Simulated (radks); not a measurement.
Results of a calculation; reference values are marked as such.
Q: Coherent X-ray form factor from a spherical all-electron density. Level of theory: scalar-relativistic Kohn-Sham, PBEsol, spin-polarised, spherical densities, point nucleus (a radial shooting solver on a logarithmic mesh with Libxc functionals).

sin(theta)/lambda (1/angstrom)  f0 (electrons)
0.05                                    22.603
0.1                                     21.526
0.15                                    20.019
0.2                                     18.327
0.25                                    16.623
0.3                                     15.010
0.4                                     12.253
0.5                                     10.202
0.6                                      8.774
0.8                                      7.120
1                                        6.161
1.25                                     5.159
1.5                                      4.212
2                                        2.722

The species is in the configuration that NIST lists as its ground one. Which atom or ion scatters so?

A: The chromium ion Cr+, [Ar] 3d5. Extrapolating in s^2 from the first two rows gives f0(0) = 23.0, near the electron count 23; among species with that count, the fall with angle is slower the higher Z, and the table is that of Z = 24; from so few rows the species is fixed only to a neighbour or two.
